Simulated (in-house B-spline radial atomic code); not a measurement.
RPA and G0W0 on PBE: the silicon ion Si³⁺

Configuration [Ne] 3s1, highest spin, mean-field start PBE. Computed with a B-spline radial code for spherical atoms: all electrons, scalar-relativistic (spin-free one-electron X2C), finite nucleus, each spin shell either full or empty, empty states to l = 9 with an (l + 1/2)⁻⁴ tail; G0W0 by contour deformation at full frequency.

RPA overbinds a lone outer s electron by self-correlation, and G0W0 tends to as well.

Command:
```bash
python run_gw.py task.json out
```
Settings (radii: box in bohr, nucleus in fm):
```
Z                        14
electrons                11
configuration            [Ne] 3s1
hamiltonian              x2c
method                   pbe,pbe
lmax                     9
rms_radius               3.1224
spin_polarised           True
box_radius               14.14
intervals                70
ion_configuration        [He] 2s2 2p6
```

Run time, properties included: 4.1 s on 1 thread of Arm Neoverse N1, on a shared host.

Energies (hartree):

```json
{"term": "mean-field total", "value": "-287.71337"}
{"term": "Hartree-Fock functional on these orbitals", "value": "-287.41683"}
{"term": "direct second order", "value": "-0.73809"}
{"term": "second-order exchange", "value": "0.27814"}
{"term": "SOSEX correction", "value": "0.25334"}
```

Problem. What is the RPA correlation energy, and what remains with SOSEX?

Solution. RPA gives -0.65792 hartree (-1.63 eV per electron); RPA + SOSEX gives -0.40458, and the second-order doubles -0.45994 hartree (no singles). SOSEX takes back 39 % of the RPA value.

Quasi-particle levels (eV):

```json
{"level": "3s up", "occupied": "yes", "mean field": "-40.40", "Σx - vxc": "-4.43", "Σc": "?", "QP weight": "?", "G0W0": "?"}
{"level": "3s down", "occupied": "no", "mean field": "-37.60", "Σx - vxc": "6.28", "Σc": "-2.25", "QP weight": "0.922", "G0W0": "-33.57"}
```

G0W0 = mean field + (Σx - vxc) + Σc, with Σc (partial-wave tail included) taken at the quasi-particle energy. Only the outer levels were computed. Levels of low weight are left out.

Problem. Where does G0W0 put 3s up?

Solution. At -46.08 eV, with Σc = -1.26 eV and a quasi-particle weight of 0.958. The tabulated removal energy is 45.142 eV (NIST, measured); the calculation leaves out spin-orbit coupling, Breit and QED terms, and what these don't explain is the method's own error.

Problem. What does it cost to remove one electron (to [He] 2s2 2p6) by differences of total energies, each species on its own start (correlation terms add to the Hartree-Fock functional)?

Solution. PBE 45.67 eV, Hartree-Fock functional 44.70 eV, + RPA 45.88 eV, + RPA + SOSEX 45.09 eV, + second order 45.22 eV. Tabulated: 45.142 eV (NIST, measured); the calculation leaves out spin-orbit coupling, Breit and QED terms, and what these don't explain is the method's own error.
